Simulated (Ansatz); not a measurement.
`CC1=[N+](C)[B-](C)(C)N1C`, relaxed with RKS PBE-D4/def2-SVP in Ansatz 0.2.0 from a rough embedded geometry. The force threshold is 0.03 eV/Å; the program also tests the step.

The species carries charge 0 and has multiplicity 1.

Start:

```xyz
24

C     0.488    1.970   -1.733
C     0.183    0.849   -0.800
N     0.783   -0.337   -0.612
C     1.966   -0.973   -1.149
B    -0.119   -0.580    0.491
C    -1.100   -1.837    0.206
C     0.628   -0.656    1.951
N    -0.782    0.699    0.333
C    -1.901    1.398    0.936
H    -0.518    2.525   -1.879
H     0.757    1.544   -2.713
H     1.206    2.649   -1.312
H     1.664   -1.217   -2.289
H     2.071   -2.014   -0.672
H     2.854   -0.411   -1.104
H    -1.587   -1.724   -0.765
H    -1.895   -1.886    0.992
H    -0.514   -2.790    0.226
H     1.247   -1.595    1.984
H    -0.185   -0.729    2.741
H     1.242    0.217    2.059
H    -2.294    0.851    1.723
H    -2.674    1.650    0.116
H    -1.522    2.398    1.269
```

(1) By how much does the energy fall, and how many steps does the optimiser take? (Best estimate.)

(2) Which bonds change most? (Estimate.)

(3) Give the relaxed structure. (Estimate.)

Answers

(1) The calculation gave: 175.94 kJ/mol, in 6 steps, 1 of them rejected.

(2) The calculation gave: N3–B5 from 1.445 to 1.618 Å; B5–N8 from 1.450 to 1.618 Å; C2–N8 from 1.496 to 1.336 Å; C4–H13 from 1.205 to 1.115 Å.

(3) Computed: 
```xyz
24

C     0.375    1.926   -1.644
C     0.149    0.797   -0.688
N     0.807   -0.362   -0.590
C     1.937   -0.847   -1.321
B    -0.147   -0.763    0.654
C    -1.164   -1.969    0.325
C     0.629   -0.820    2.065
N    -0.744    0.699    0.300
C    -1.804    1.583    0.679
H    -0.557    2.503   -1.803
H     0.735    1.551   -2.621
H     1.142    2.625   -1.249
H     1.713   -1.024   -2.399
H     2.254   -1.818   -0.892
H     2.814   -0.162   -1.272
H    -1.655   -1.865   -0.666
H    -1.968   -2.037    1.090
H    -0.641   -2.950    0.336
H     1.245   -1.743    2.147
H    -0.086   -0.848    2.916
H     1.305    0.047    2.227
H    -2.343    1.148    1.544
H    -2.555    1.738   -0.131
H    -1.439    2.588    0.992
```
